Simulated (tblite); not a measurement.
Species: C6H18BP.
Atom-mapped SMILES: `[BH3-:1][P@@H+:2]([CH2:3][CH3:4])[C:5]([CH3:6])([CH3:7])[CH3:8]` (hydrogens: H9, H10, H11 on B1; H12 on P2; H13, H14 on C3; H15, H16, H17 on C4; H18, H19, H20 on C6; H21, H22, H23 on C7; H24, H25, H26 on C8)

Computed with GFN2-xTB (tblite), gas phase: L-BFGS steps from a force-field or distance-geometry start until the largest atomic force falls under 0.01 eV/Å.

Step 67: E = -701.7577 eV
```
atom  x, y, z in Å  |  force x, y, z in eV/Å
B1      1.1339    1.3988    1.5683    0.005  -0.023   0.017
P2      0.5073    0.6154   -0.0620    0.009   0.013   0.015
C3      1.5340   -0.7331   -0.8180    0.006  -0.010   0.014
C4      2.9819   -0.6621   -0.3453   -0.016   0.015   0.016
C5     -1.2509   -0.0264   -0.1332    0.005   0.005   0.011
C6     -1.6218   -0.5177   -1.5310    0.017   0.010   0.012
C7     -2.1459    1.1511    0.2556    0.001  -0.004  -0.002
C8     -1.3860   -1.1457    0.8968   -0.015   0.003  -0.002
H9      2.2031    1.8516    1.2923   -0.014  -0.005   0.002
H10     1.1935    0.5055    2.3576    0.007  -0.019   0.019
H11     0.3332    2.2326    1.8579    0.021   0.007   0.002
H12     0.4292    1.4982   -1.1412    0.030   0.006  -0.044
H13     1.1081   -1.6907   -0.5073   -0.012  -0.014   0.004
H14     1.4780   -0.6719   -1.9074    0.007   0.010   0.000
H15     3.5616   -1.4855   -0.7635   -0.017   0.072  -0.014
H16     3.4395    0.2814   -0.6360    0.006  -0.039  -0.041
H17     3.0192   -0.7281    0.7395    0.003   0.012   0.002
H18    -0.9947   -1.3499   -1.8437   -0.018  -0.010   0.016
H19    -1.5175    0.2868   -2.2576    0.002  -0.013  -0.008
H20    -2.6593   -0.8511   -1.5391    0.020   0.001  -0.014
H21    -2.0382    1.9689   -0.4570    0.006  -0.012  -0.010
H22    -3.1919    0.8484    0.2744    0.001  -0.008   0.003
H23    -1.8723    1.5230    1.2408   -0.020  -0.016   0.002
H24    -1.1039   -0.7816    1.8831    0.005   0.010  -0.001
H25    -2.4138   -1.5023    0.9402   -0.019   0.009   0.007
H26    -0.7475   -1.9927    0.6492   -0.020   0.001  -0.006
```

Step 68: E = -701.7582 eV
```
atom  x, y, z in Å  |  force x, y, z in eV/Å
B1      1.1347    1.3968    1.5678    0.026   0.003   0.044
P2      0.5069    0.6162   -0.0609    0.024  -0.010  -0.013
C3      1.5341   -0.7328   -0.8174    0.016  -0.011   0.016
C4      2.9832   -0.6616   -0.3462   -0.020   0.021   0.007
C5     -1.2511   -0.0261   -0.1329    0.011   0.012   0.010
C6     -1.6202   -0.5170   -1.5311    0.013  -0.001   0.012
C7     -2.1473    1.1499    0.2552   -0.014   0.006   0.004
C8     -1.3883   -1.1447    0.8970   -0.009   0.003   0.000
H9      2.2058    1.8497    1.2933   -0.039  -0.017   0.002
H10     1.1940    0.5038    2.3584    0.003  -0.012   0.009
H11     0.3353    2.2327    1.8580    0.027  -0.003   0.001
H12     0.4291    1.4990   -1.1403    0.030   0.004  -0.040
H13     1.1088   -1.6903   -0.5053   -0.011  -0.011   0.005
H14     1.4778   -0.6738   -1.9072    0.004   0.015   0.011
H15     3.5636   -1.4843   -0.7655   -0.030   0.062  -0.003
H16     3.4416    0.2804   -0.6404   -0.002  -0.029  -0.031
H17     3.0218   -0.7257    0.7390    0.006   0.011  -0.014
H18    -0.9930   -1.3501   -1.8411   -0.018  -0.006   0.007
H19    -1.5148    0.2874   -2.2580    0.003  -0.021  -0.004
H20    -2.6576   -0.8504   -1.5399    0.019   0.003  -0.018
H21    -2.0433    1.9678   -0.4572    0.015  -0.005  -0.021
H22    -3.1923    0.8449    0.2751   -0.011  -0.011   0.002
H23    -1.8754    1.5232    1.2401   -0.010  -0.013   0.012
H24    -1.1062   -0.7796    1.8831    0.006   0.002  -0.003
H25    -2.4167   -1.4996    0.9401   -0.022   0.008   0.008
H26    -0.7514   -1.9930    0.6497   -0.015   0.000  -0.002
```

Step 69: E = -701.7589 eV
```
atom  x, y, z in Å  |  force x, y, z in eV/Å
B1      1.1355    1.3942    1.5687    0.037   0.021   0.060
P2      0.5070    0.6168   -0.0599    0.031  -0.026  -0.039
C3      1.5347   -0.7334   -0.8160    0.013  -0.009   0.012
C4      2.9846   -0.6602   -0.3471   -0.019   0.023  -0.006
C5     -1.2511   -0.0255   -0.1328    0.011   0.016   0.005
C6     -1.6186   -0.5158   -1.5312    0.007  -0.012   0.006
C7     -2.1487    1.1489    0.2548   -0.032   0.022   0.010
C8     -1.3912   -1.1435    0.8969   -0.001   0.004   0.005
H9      2.2085    1.8464    1.2967   -0.053  -0.026   0.001
H10     1.1928    0.5007    2.3596    0.000  -0.006   0.001
H11     0.3381    2.2326    1.8587    0.030  -0.012   0.002
H12     0.4294    1.4988   -1.1408    0.031  -0.001  -0.027
H13     1.1102   -1.6911   -0.5024   -0.007  -0.002   0.007
H14     1.4777   -0.6763   -1.9063    0.001   0.018   0.024
H15     3.5656   -1.4814   -0.7676   -0.034   0.035   0.006
H16     3.4433    0.2794   -0.6475   -0.010  -0.005  -0.019
H17     3.0261   -0.7210    0.7384    0.007   0.011  -0.026
H18    -0.9930   -1.3510   -1.8383   -0.014  -0.002  -0.001
H19    -1.5112    0.2878   -2.2589    0.006  -0.027   0.000
H20    -2.6565   -0.8482   -1.5412    0.016   0.006  -0.019
H21    -2.0503    1.9658   -0.4597    0.018  -0.008  -0.017
H22    -3.1928    0.8399    0.2787   -0.007  -0.007  -0.002
H23    -1.8763    1.5250    1.2386   -0.006  -0.012   0.008
H24    -1.1090   -0.7766    1.8825    0.004  -0.011  -0.003
H25    -2.4202   -1.4967    0.9394   -0.018   0.011   0.009
H26    -0.7556   -1.9928    0.6502   -0.012  -0.001   0.004
```

Step 70: E = -701.7597 eV
```
atom  x, y, z in Å  |  force x, y, z in eV/Å
B1      1.1372    1.3916    1.5711    0.030   0.023   0.052
P2      0.5080    0.6169   -0.0593    0.026  -0.027  -0.048
C3      1.5355   -0.7348   -0.8142    0.003  -0.002   0.006
C4      2.9858   -0.6580   -0.3480   -0.011   0.022  -0.020
C5     -1.2508   -0.0243   -0.1329    0.005   0.015  -0.003
C6     -1.6173   -0.5149   -1.5311    0.001  -0.020  -0.001
C7     -2.1505    1.1482    0.2543   -0.033   0.025   0.011
C8     -1.3942   -1.1417    0.8966    0.005   0.005   0.008
H9      2.2109    1.8424    1.3019   -0.045  -0.027  -0.003
H10     1.1911    0.4965    2.3606   -0.002  -0.003  -0.001
H11     0.3418    2.2322    1.8602    0.024  -0.014   0.007
H12     0.4300    1.4974   -1.1428    0.035  -0.008  -0.010
H13     1.1113   -1.6927   -0.5001    0.001   0.007   0.011
H14     1.4781   -0.6785   -1.9048   -0.002   0.016   0.030
H15     3.5681   -1.4769   -0.7691   -0.031  -0.007   0.009
H16     3.4439    0.2788   -0.6560   -0.017   0.029  -0.006
H17     3.0318   -0.7149    0.7374    0.004   0.012  -0.030
H18    -0.9945   -1.3532   -1.8350   -0.003  -0.002  -0.008
H19    -1.5071    0.2867   -2.2605    0.011  -0.027   0.002
H20    -2.6558   -0.8449   -1.5425    0.008   0.008  -0.016
H21    -2.0573    1.9639   -0.4622    0.019  -0.005  -0.015
H22    -3.1931    0.8346    0.2822   -0.011  -0.002  -0.007
H23    -1.8778    1.5265    1.2370    0.001  -0.005   0.011
H24    -1.1108   -0.7731    1.8810    0.003  -0.023   0.006
H25    -2.4244   -1.4922    0.9395   -0.012   0.014   0.009
H26    -0.7611   -1.9928    0.6501   -0.008  -0.004   0.008
```

Question: Estimate the geometry and energy of step 71. (The exact step hangs on the optimiser's Hessian estimate; all steps are aligned on step 70, rigid shifts and turns removed.)

Answer: E = -701.7603 eV, largest force 0.054 eV/Å
```
atom  x, y, z in Å  |  force x, y, z in eV/Å
B1      1.1383    1.3893    1.5744    0.007   0.007   0.025
P2      0.5096    0.6163   -0.0597    0.010  -0.012  -0.031
C3      1.5365   -0.7365   -0.8126   -0.009   0.004   0.000
C4      2.9870   -0.6553   -0.3491   -0.001   0.018  -0.026
C5     -1.2505   -0.0230   -0.1333   -0.003   0.009  -0.005
C6     -1.6170   -0.5145   -1.5312   -0.002  -0.019  -0.005
C7     -2.1518    1.1485    0.2541   -0.021   0.018   0.006
C8     -1.3962   -1.1401    0.8960    0.006   0.005   0.009
H9      2.2120    1.8380    1.3079   -0.019  -0.020  -0.008
H10     1.1881    0.4919    2.3611   -0.003  -0.004   0.004
H11     0.3444    2.2311    1.8615    0.013  -0.010   0.014
H12     0.4313    1.4951   -1.1452    0.040  -0.010   0.000
H13     1.1126   -1.6944   -0.4979    0.010   0.010   0.016
H14     1.4785   -0.6808   -1.9030   -0.006   0.012   0.023
H15     3.5706   -1.4729   -0.7692   -0.024  -0.036   0.004
H16     3.4435    0.2797   -0.6636   -0.020   0.050   0.002
H17     3.0371   -0.7082    0.7361   -0.001   0.014  -0.025
H18    -0.9978   -1.3559   -1.8329    0.006  -0.006  -0.010
H19    -1.5036    0.2848   -2.2623    0.015  -0.021   0.000
H20    -2.6564   -0.8408   -1.5436    0.000   0.007  -0.012
H21    -2.0634    1.9620   -0.4656    0.015  -0.006  -0.007
H22    -3.1930    0.8305    0.2872   -0.007   0.007  -0.012
H23    -1.8765    1.5293    1.2352    0.001  -0.001   0.005
H24    -1.1119   -0.7707    1.8796    0.005  -0.026   0.017
H25    -2.4272   -1.4883    0.9394   -0.007   0.016   0.008
H26    -0.7651   -1.9926    0.6499   -0.004  -0.007   0.008
```

The energy changes by -0.0006 eV. The first-order estimate −F·Δx gives -0.0008 eV and the mean of the old and new forces, exact on a quadratic surface, -0.0006 eV. The step makes an angle of 77° with the force vector and moves no atom by more than 0.009 Å.
